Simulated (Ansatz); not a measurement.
CHBCl2: where a starting geometry ends

The starting geometry of this gas-phase singlet was optimised with GFN2-xTB.

| atom | x (Å) | y (Å) | z (Å) |
| --- | --- | --- | --- |
| C | -0.7137 | -0.3141 | -0.7055 |
| B | -0.4200 | -1.0083 | 0.4576 |
| Cl | 0.0215 | 0.6756 | 1.0912 |
| Cl | -1.0119 | 0.6367 | -1.9941 |
| H | -0.3637 | -2.0009 | 1.0348 |

Problem. Predict what it relaxes into with r2SCAN-D4/def2-SVP.

Solution. It rearranges to `ClB=CCl`. Contacts that open: B2–H5 (1.15 → 2.22 Å). Contacts that close: C1–H5 (2.45 → 1.09 Å).

The energy falls by 1.65 eV over 27 steps:

```json
{"step": "1", "E − E(last) (eV)": "1.646"}
{"step": "4", "E − E(last) (eV)": "1.491"}
{"step": "7", "E − E(last) (eV)": "1.359"}
{"step": "10", "E − E(last) (eV)": "1.303"}
{"step": "13", "E − E(last) (eV)": "1.165"}
{"step": "15", "E − E(last) (eV)": "0.847"}
{"step": "18", "E − E(last) (eV)": "0.296"}
{"step": "21", "E − E(last) (eV)": "0.045"}
{"step": "24", "E − E(last) (eV)": "0.004"}
{"step": "27", "E − E(last) (eV)": "0.000"}
```

Final geometry (Å):

```xyz
5

C    -0.6968   -0.8092   -0.4337
B    -0.2196   -0.1168    0.6853
Cl    0.3546    0.7212    2.0295
Cl   -1.0414    0.0784   -1.9082
H    -0.8846   -1.8846   -0.4889
```

No frequencies were run, so the end isn't proven a minimum. Run with Ansatz 0.2.0, 68 s on 1 thread of Arm Neoverse V2, with other jobs on the host.
